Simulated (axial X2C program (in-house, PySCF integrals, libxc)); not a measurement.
**Spin–orbit effects down a group: molecules with Li (ions), PBE0**

Calculated with an axial X2C code built on PySCF integrals, spin-free (one-electron X2C) or two-component (2c: spin–orbit coupling with atomic mean-field Coulomb and Gaunt terms, which also bring small scalar terms), in Dyall basis sets with cores contracted in-house; open shells are unrestricted.

Basis sets: Li dyall-cv3z, Ni dyall-cv3z, Pd dyall-cv3z, Pt dyall-cv3z.

```csv
molecule,spin-free state,Re (Å),ωe (cm⁻¹),De (eV),2c state,Re 2c (Å),ωe 2c (cm⁻¹),De 2c (eV)
LiNi⁺,"M_S = 1, Λ = 2",2.598,279.7,0.74,Ω = 3,2.598,279.7,n/a
LiPd⁺,"M_S = 0, Λ = 0",2.429,287.4,0.77,Ω = 0,2.432,286.3,0.77
LiPt⁺,"M_S = 1, Λ = 2",2.526,318.0,0.84,Ω = 3,2.531,321.0,1.03
```

Work out the shifts from the spin-free to the two-component result.



```json
{"molecule": "LiNi⁺", "2c state": "Ω = 3", "ΔRe (Å)": "0.000", "Δωe (cm⁻¹)": "0.0", "ΔDe (eV)": "n/a"}
{"molecule": "LiPd⁺", "2c state": "Ω = 0", "ΔRe (Å)": "0.003", "Δωe (cm⁻¹)": "-1.1", "ΔDe (eV)": "0.00"}
{"molecule": "LiPt⁺", "2c state": "Ω = 3", "ΔRe (Å)": "0.005", "Δωe (cm⁻¹)": "3.0", "ΔDe (eV)": "0.19"}
```

Shifts of one unit in the last digit are rounding.

Fragments in 2c: Ni + Li+, Pd + Li+, Pt + Li+. Each entry is the lowest single determinant of a limited PBE0 search at one distance. De goes to single-determinant-based atoms at the same level (for ions the charge split of lowest energy) and is withheld (n/a) where an atom does not fit its ground term or J level. Main or longest-lived isotopes. One determinant is a doubtful description, or other states lie close, for LiNi⁺, LiPt⁺; these need not be ground states, and all values refer to the states named. With several unpaired electrons the Ω given is that of one determinant, not necessarily of the lowest component. The functionals have no current term, which raises determinants with orbital currents. Where the atoms have a lower orbital projection than the molecule, De at mean-field level may be about a tenth of an eV too small.
